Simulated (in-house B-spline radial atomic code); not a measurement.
RPA and G0W0 for Xe³⁺, [Kr] 4d10 5s2 5p3, highest spin, as one setting changes: the highest l of the empty states. Start: PBE. A dash marks a level of low quasi-particle weight. Computed with a B-spline radial code for spherical atoms: all electrons, scalar-relativistic (spin-free one-electron X2C), finite nucleus, each spin shell either full or empty, empty states to the listed l with an (l + 1/2)⁻⁴ tail; G0W0 by contour deformation at full frequency.

Spin-orbit coupling, left out, splits p levels strongly here.

```csv
highest l of the empty states,RPA summed (Eh),RPA extrapolated (Eh),G0W0 level (eV)
4,-3.4318,-4.0722,5p up -43.75
5,?,?,?
6,-3.8649,-4.1102,5p up -43.76
7,-3.9412,-4.0971,5p up -43.75
8,?,?,?
9,-4.0074,-4.0738,5p up -43.74
10,-4.0228,-4.0694,5p up -43.74
11,-4.0329,-4.0668,5p up -43.74
```

(1) What belongs in the row for 8?

(2) What belongs in the row for 5?

Answers

(1) RPA summed (Eh): -3.9828; RPA extrapolated (Eh): -4.0816; G0W0 level (eV): 5p up -43.75.

(2) RPA summed (Eh): -3.7221; RPA extrapolated (Eh): -4.1265; G0W0 level (eV): 5p up -43.77.
